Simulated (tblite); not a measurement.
A geometry optimisation, step by step.

Compound: C4H10BClP2.
Atom-mapped SMILES: `[CH2:1]=[CH:2]/[CH:3]=[CH:4]\[B@-:5]([PH2:6])([PH3+:7])[Cl:8]` (hydrogens: H9, H10 on C1; H11 on C2; H12 on C3; H13 on C4; H14, H15 on P6; H16, H17, H18 on P7)
Bond orders are those of one Lewis drawing.

Computed with GFN2-xTB (tblite), gas phase: L-BFGS steps from a force-field or distance-geometry start until the largest atomic force falls under 0.01 eV/Å. 8 of its 152 geometries are shown.

Step 0: E = -662.9802 eV, largest atomic force 2.458 eV/Å
```
atom  x, y, z in Å  |  force x, y, z in eV/Å
C1      2.788   -0.688   -0.156   -0.840  -0.262   0.770
C2      1.509   -0.287   -0.125    0.867  -0.113  -0.523
C3      0.973    0.554   -1.176   -0.038  -0.070  -0.023
C4     -0.294    0.982   -1.190    0.680  -0.319   0.002
B5     -1.259    0.565   -0.014   -1.048   0.975  -0.573
P6     -0.791    1.253    1.680    1.801   0.978   1.357
P7     -1.599   -1.292    0.025    0.233   0.074   0.509
Cl8    -2.885    1.373   -0.467   -0.774  -0.149  -0.080
H9      3.137   -1.312    0.656    0.282   0.071  -0.259
H10     3.460   -0.420   -0.938    0.217   0.079  -0.148
H11     0.892   -0.611    0.717   -0.033   0.243  -0.303
H12     1.659    0.820   -1.971    0.080  -0.022   0.069
H13    -0.631    1.609   -2.005    0.028  -0.004   0.059
H14    -1.365    2.498    2.061   -0.098  -1.531   0.036
H15    -0.540    0.320    2.724   -0.926   0.787  -0.528
H16    -2.981   -1.485   -0.023    0.549  -0.491  -0.027
H17    -0.963   -1.972   -1.023   -0.520  -0.183   0.464
H18    -1.119   -1.901    1.216   -0.458  -0.063  -0.802
```

Step 22: E = -664.5453 eV, largest atomic force 0.160 eV/Å
```
atom  x, y, z in Å  |  force x, y, z in eV/Å
C1      2.837   -0.729   -0.165   -0.004   0.000  -0.014
C2      1.572   -0.320   -0.211   -0.007  -0.015   0.028
C3      1.008    0.521   -1.239    0.066   0.013   0.051
C4     -0.242    1.008   -1.192    0.087   0.003  -0.040
B5     -1.243    0.779    0.016    0.002  -0.065   0.042
P6     -0.501    1.464    1.760    0.100   0.029  -0.029
P7     -1.557   -1.182    0.137   -0.002  -0.109   0.018
Cl8    -2.986    1.318   -0.305    0.047   0.000  -0.072
H9      3.211   -1.343    0.637   -0.018   0.027  -0.039
H10     3.549   -0.446   -0.923   -0.015  -0.011  -0.013
H11     0.893   -0.600    0.595    0.021  -0.055   0.014
H12     1.681    0.770   -2.051   -0.085  -0.005  -0.043
H13    -0.549    1.646   -2.010   -0.037   0.051  -0.033
H14    -1.585    2.244    2.100   -0.088   0.045   0.032
H15    -0.969    0.399    2.526   -0.101  -0.055   0.111
H16    -2.882   -1.556    0.040   -0.008   0.046   0.011
H17    -1.054   -1.937   -0.904    0.005   0.012  -0.008
H18    -1.194   -2.029    1.176    0.038   0.089  -0.016
```

Step 43: E = -664.5979 eV, largest atomic force 0.154 eV/Å
```
atom  x, y, z in Å  |  force x, y, z in eV/Å
C1      2.907   -0.788   -0.283    0.064   0.048  -0.025
C2      1.641   -0.380   -0.273    0.001  -0.142   0.037
C3      1.046    0.498   -1.249    0.083   0.018   0.066
C4     -0.165    1.060   -1.115    0.033   0.038   0.039
B5     -1.214    0.791    0.049   -0.038  -0.059  -0.004
P6     -0.726    1.387    1.915    0.002   0.003   0.005
P7     -1.514   -1.157    0.193    0.035   0.060  -0.005
Cl8    -2.938    1.275   -0.471    0.015  -0.021   0.023
H9      3.339   -1.416    0.478   -0.151  -0.004   0.029
H10     3.592   -0.469   -1.050    0.001   0.031  -0.121
H11     0.987   -0.686    0.540   -0.043  -0.029   0.122
H12     1.669    0.718   -2.106    0.009   0.115  -0.019
H13    -0.449    1.766   -1.887   -0.074  -0.041  -0.002
H14    -1.699    2.361    2.080    0.069  -0.031  -0.108
H15    -1.528    0.438    2.567   -0.038   0.023  -0.047
H16    -2.842   -1.534    0.256    0.079   0.026   0.024
H17    -1.110   -1.928   -0.881   -0.031  -0.008   0.031
H18    -1.006   -1.931    1.223   -0.017  -0.026  -0.045
```

Step 65: E = -664.7003 eV, largest atomic force 0.202 eV/Å
```
atom  x, y, z in Å  |  force x, y, z in eV/Å
C1      2.912   -0.883   -0.437    0.046   0.019  -0.010
C2      1.709   -0.356   -0.226    0.060  -0.033  -0.010
C3      1.140    0.666   -1.074   -0.007  -0.060   0.032
C4     -0.117    1.117   -0.971   -0.020   0.021  -0.023
B5     -1.227    0.670    0.062    0.015   0.117  -0.002
P6     -0.970    1.221    1.963   -0.108   0.170   0.008
P7     -1.452   -1.254    0.232   -0.047  -0.084   0.002
Cl8    -2.955    0.998   -0.576    0.004  -0.023  -0.060
H9      3.348   -1.644    0.190   -0.089   0.049  -0.005
H10     3.517   -0.549   -1.267    0.001  -0.036   0.045
H11     1.107   -0.676    0.624    0.050   0.044  -0.081
H12     1.800    1.058   -1.841   -0.048  -0.043   0.049
H13    -0.408    1.879   -1.684   -0.027   0.057   0.026
H14    -1.326    2.554    1.810    0.099  -0.093  -0.012
H15    -2.269    0.890    2.348    0.028  -0.033   0.031
H16    -2.743   -1.596    0.573    0.015  -0.012   0.033
H17    -1.312   -2.056   -0.880    0.000   0.018  -0.069
H18    -0.764   -2.032    1.142    0.028  -0.078   0.046
```

Step 86: E = -664.7407 eV, largest atomic force 0.079 eV/Å
```
atom  x, y, z in Å  |  force x, y, z in eV/Å
C1      2.907   -0.921   -0.487   -0.016   0.011   0.020
C2      1.728   -0.357   -0.245   -0.030  -0.010  -0.012
C3      1.149    0.710   -1.026    0.026   0.055   0.051
C4     -0.103    1.156   -0.859   -0.007  -0.010  -0.015
B5     -1.216    0.618    0.121    0.004   0.007  -0.001
P6     -1.133    1.268    1.995   -0.010   0.005  -0.027
P7     -1.403   -1.325    0.267    0.012   0.032   0.014
Cl8    -2.907    0.697   -0.695   -0.036   0.014   0.009
H9      3.297   -1.705    0.140    0.028  -0.002  -0.031
H10     3.521   -0.614   -1.318   -0.009   0.001   0.029
H11     1.136   -0.672    0.610    0.039  -0.037   0.015
H12     1.796    1.172   -1.762    0.018  -0.044  -0.018
H13    -0.404    1.993   -1.480   -0.007  -0.016  -0.010
H14    -1.131    2.620    1.711   -0.013   0.016  -0.011
H15    -2.504    1.249    2.203   -0.012   0.015   0.041
H16    -2.641   -1.658    0.772    0.034  -0.014   0.001
H17    -1.463   -1.980   -0.940   -0.032  -0.009  -0.035
H18    -0.636   -2.246    0.979    0.010  -0.012  -0.022
```

Step 108: E = -664.7529 eV, largest atomic force 0.058 eV/Å
```
atom  x, y, z in Å  |  force x, y, z in eV/Å
C1      2.920   -0.911   -0.463    0.024   0.001  -0.014
C2      1.736   -0.366   -0.201   -0.034  -0.015  -0.014
C3      1.149    0.693   -0.987    0.008   0.001   0.000
C4     -0.109    1.129   -0.850   -0.001  -0.004  -0.025
B5     -1.223    0.615    0.142   -0.008   0.009   0.022
P6     -1.119    1.333    1.988    0.027  -0.029  -0.001
P7     -1.413   -1.327    0.246    0.019  -0.030  -0.046
Cl8    -2.928    0.702   -0.646   -0.018  -0.020   0.020
H9      3.335   -1.712    0.125   -0.011   0.025   0.032
H10     3.518   -0.569   -1.291    0.015  -0.009  -0.012
H11     1.154   -0.704    0.652    0.019   0.001   0.010
H12     1.795    1.133   -1.737    0.021  -0.001   0.000
H13    -0.412    1.939   -1.505    0.004   0.013  -0.003
H14    -1.162    2.666    1.626   -0.012   0.023   0.004
H15    -2.481    1.292    2.242   -0.012   0.005   0.007
H16    -2.603   -1.705    0.827   -0.022   0.013   0.006
H17    -1.574   -1.900   -0.995   -0.021   0.018  -0.008
H18    -0.592   -2.300    0.814    0.000  -0.001   0.021
```

Step 129: E = -664.7598 eV, largest atomic force 0.041 eV/Å
```
atom  x, y, z in Å  |  force x, y, z in eV/Å
C1      2.933   -0.864   -0.379    0.000  -0.005  -0.002
C2      1.726   -0.347   -0.174    0.002  -0.005  -0.007
C3      1.134    0.655   -1.028   -0.007  -0.003   0.006
C4     -0.127    1.093   -0.914   -0.017  -0.026  -0.020
B5     -1.215    0.620    0.131    0.019  -0.016   0.023
P6     -0.972    1.336    1.964    0.002  -0.029  -0.029
P7     -1.461   -1.320    0.195    0.000   0.021   0.029
Cl8    -2.961    0.761   -0.552    0.005   0.017   0.000
H9      3.364   -1.604    0.274   -0.003  -0.007   0.007
H10     3.533   -0.557   -1.220    0.030  -0.003   0.009
H11     1.135   -0.654    0.684    0.018   0.010   0.013
H12     1.785    1.053   -1.797   -0.022   0.008  -0.002
H13    -0.435    1.864   -1.610   -0.016   0.012  -0.006
H14    -1.189    2.653    1.609    0.008   0.032   0.025
H15    -2.288    1.169    2.373   -0.025  -0.004  -0.008
H16    -2.641   -1.688    0.805    0.030   0.009  -0.009
H17    -1.685   -1.823   -1.065   -0.018  -0.024  -0.009
H18    -0.645   -2.340    0.691   -0.006   0.014  -0.023
```

Step 151: E = -664.7683 eV, largest atomic force 0.009 eV/Å
```
atom  x, y, z in Å  |  force x, y, z in eV/Å
C1      2.938   -0.817   -0.299   -0.002  -0.001   0.000
C2      1.728   -0.291   -0.139    0.002  -0.002   0.001
C3      1.129    0.647   -1.059    0.001  -0.003  -0.001
C4     -0.142    1.067   -0.980   -0.001  -0.002  -0.003
B5     -1.214    0.618    0.089    0.004   0.000   0.005
P6     -0.911    1.227    1.953   -0.005   0.003   0.005
P7     -1.499   -1.319    0.133   -0.001   0.006  -0.006
Cl8    -2.979    0.827   -0.511   -0.007   0.002  -0.001
H9      3.360   -1.508    0.410    0.005   0.001   0.001
H10     3.550   -0.573   -1.152    0.004   0.007   0.000
H11     1.139   -0.542    0.739   -0.001  -0.002   0.001
H12     1.777    1.011   -1.847   -0.002  -0.002  -0.002
H13    -0.463    1.790   -1.721   -0.004   0.001   0.000
H14    -1.041    2.578    1.690    0.007  -0.005   0.000
H15    -2.236    1.121    2.356    0.002   0.004  -0.001
H16    -2.586   -1.663    0.905   -0.003  -0.001   0.000
H17    -1.918   -1.812   -1.081    0.001   0.000  -0.004
H18    -0.641   -2.355    0.502    0.001  -0.004   0.006
```

Question: Summarise the path.

Answer: The energy falls by 172.52 kJ/mol from step 0 to step 151; nine tenths of that is first reached at step 42. It falls at every step. The largest force goes from 2.458 to 0.009 eV/Å. Among the bonds B5–P6 changes most, from 1.887 to 1.984 Å; the atoms move by 0.667 Å rms after alignment.

Question: Follow the three bonds and two angles with the largest change from start to end.

Answer: 
```
step  E above end (kJ/mol)  largest force (eV/Å)  B5–P6 (Å)  B5–P7 (Å)  P6–H14 (Å)  H14–P6–H15 (°)  B5–P6–H15 (°)
   0                172.52                 2.458      1.887      1.888       1.422           116.6          117.6
   7                 33.46                 0.516      2.046      1.945       1.388            93.7          103.6
  13                 25.12                 0.270      2.030      1.986       1.374            90.0           97.7
  20                 22.07                 0.174      2.020      1.992       1.380            92.1           94.9
  26                 20.55                 0.186      2.013      1.981       1.386            91.3           96.0
  33                 19.07                 0.108      2.014      1.973       1.383            91.1           95.7
  39                 17.89                 0.146      2.027      1.965       1.383            91.3           95.0
  46                 15.05                 0.228      2.012      1.970       1.385            91.1           95.4
  53                 11.45                 0.177      1.998      1.960       1.383            91.6           93.1
  59                  8.74                 0.124      1.992      1.954       1.380            93.2           93.2
  66                  6.20                 0.109      1.996      1.951       1.384            91.7           95.2
  72                  5.09                 0.081      1.994      1.970       1.384            92.6           95.7
  79                  3.61                 0.085      1.984      1.965       1.384            92.9           96.2
  85                  2.75                 0.064      1.984      1.958       1.382            92.7           95.8
  92                  2.09                 0.064      1.985      1.958       1.382            92.7           96.4
  98                  1.86                 0.048      1.986      1.955       1.382            92.2           96.4
 105                  1.60                 0.055      1.984      1.955       1.381            92.7           95.9
 112                  1.25                 0.081      1.979      1.959       1.384            92.1           95.8
 118                  1.06                 0.027      1.982      1.953       1.384            92.2           96.3
 125                  0.93                 0.051      1.980      1.953       1.383            92.4           96.6
 131                  0.72                 0.062      1.981      1.957       1.382            92.4           96.4
 138                  0.24                 0.040      1.984      1.958       1.383            92.6           95.8
 144                  0.05                 0.031      1.982      1.960       1.384            92.3           95.9
 151                  0.00                 0.009      1.984      1.957       1.383            92.3           95.9
```

The cost below is that of the whole relaxation. Hardware: an Arm Neoverse V1 with one thread, no GPU, shared host. Cost: 1.6 s wall.
